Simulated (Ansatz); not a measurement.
`[CH3][Ga]([CH3])[SeH]` at its PBE0-D4/def2-TZVP geometry, where that method's forces vanish. Charge 0, multiplicity 1.

```xyz
11

C    -1.4601    0.2234   -0.9035
Ga    0.2533    0.1997    0.0584
C     0.9664   -1.2759    1.1418
Se    1.6337    2.0865   -0.0955
H    -1.3148   -0.1810   -1.9092
H    -1.8470    1.2382   -1.0027
H    -2.2049   -0.3953   -0.3992
H     1.0348   -2.1851    0.5390
H     1.9540   -1.0480    1.5428
H     0.2916   -1.4877    1.9752
H     0.6930    2.8252   -0.9472
```

(1) What forces (eV/Å) does PBE-D4/def2-TZVPP give on these atoms in the Gaussian-basis code of Ansatz? (An estimate is asked.)

## Answers

(1) Computed: 
```
C1   0.004  0.009  0.010
Ga2 -0.034 -0.020 -0.004
C3   0.017  0.025 -0.005
Se4  0.298  0.022  0.148
H5   0.032 -0.077 -0.188
H6  -0.068  0.195 -0.018
H7  -0.137 -0.122  0.100
H8   0.009 -0.167 -0.119
H9   0.189  0.044  0.076
H10 -0.133 -0.034  0.153
H11 -0.177  0.125 -0.153
```
